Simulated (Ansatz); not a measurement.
Born–Oppenheimer molecular dynamics of BF₂H₃S (7 atoms, charge 0, multiplicity 1). It starts at the highest image of a converged band. Of that band: Neighbouring images differ by up to 1.3 eV, so the band resolves the path poorly. A vibrational analysis at the climbing image gives one clearly imaginary mode, 1043i cm⁻¹: a first-order saddle point.

The calculation used Ansatz 0.2.0, RKS r2SCAN/def2-mTZVP.

```yaml
ensemble: NVE (velocity Verlet)
time_step: 0.5 fs
steps_asked: 200
starting_velocities_drawn_for: 300 K
seed: 9759
```

First frame:

```xyz
7
Properties=species:S:1:pos:R:3
B -0.017 -0.270 0.048
H -0.247 0.048 1.339
F 1.045 0.438 -0.365
F -1.189 -0.191 -0.605
S 0.541 -2.233 0.356
H -0.740 -2.670 0.311
H 0.069 -0.958 1.328
```

(1) How far do the bonds stretch over the last three quarters of this one trajectory? (Pairs bonded in most of those frames.)

Answers

(1) 
```json
{"bond": "B1–F3", "mean (Å)": "1.328", "spread (Å)": "0.024", "shortest": "1.28", "longest": "1.36"}
{"bond": "B1–F4", "mean (Å)": "1.331", "spread (Å)": "0.029", "shortest": "1.28", "longest": "1.39"}
{"bond": "B1–S5", "mean (Å)": "1.802", "spread (Å)": "0.049", "shortest": "1.70", "longest": "1.88"}
{"bond": "H2–H7", "mean (Å)": "0.743", "spread (Å)": "0.021", "shortest": "0.71", "longest": "0.77"}
{"bond": "S5–H6", "mean (Å)": "1.357", "spread (Å)": "0.014", "shortest": "1.33", "longest": "1.38"}
```

Mean temperature of the second half: 2484 K. The conserved energy stayed within 0.088 meV per atom of its start (net change 0.018 meV per atom), so the integration is sound. The kinetic energy rose, since the run started high on the potential surface and went downhill. It ends in pieces (BF2HS + H2), so much of that is their flight and rotation, not heat. A run of 0.1 ps of so small a system gives no equilibrium averages. The orbitals stay closed-shell, which can raise the energy where a bond breaks towards radicals; this wasn't checked here.

Run time: 6.1 min on 2 threads of Intel(R) Xeon(R) Platinum 8259CL CPU @ 2.50GHz (Skylake/Cascade Lake), with other jobs on the host, peak memory 0.18 GiB.
